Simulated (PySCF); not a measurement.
Al(F)(NCO)(OH) (CHAlFNO₂), SMILES O=C=[N][Al]([OH])[F].

Geometry: B3LYP-D3(BJ)/def2-SVP. The structure was generated by enumeration; whether it is a known compound was not checked. One conformer was computed; it need not be the lowest.

Level of theory: PBE/def2-TZVP run with PySCF.

Symmetry labels are those of the subgroup Cs that the program uses (full group Cs).

Computed valence orbital energies around the gap with their symmetry:
```csv
orbital,symmetry,energy (eV)
HOMO−7,A',-11.44
HOMO−6,A',-10.82
HOMO−5,A",-9.83
HOMO−4,A',-9.62
HOMO−3,A',-8.64
HOMO−2,A",-8.26
HOMO−1,A",-7.66
HOMO,A',-7.53
LUMO,A',-1.80
LUMO+1,A",-1.32
LUMO+2,A',-0.34
LUMO+3,A',0.48
```
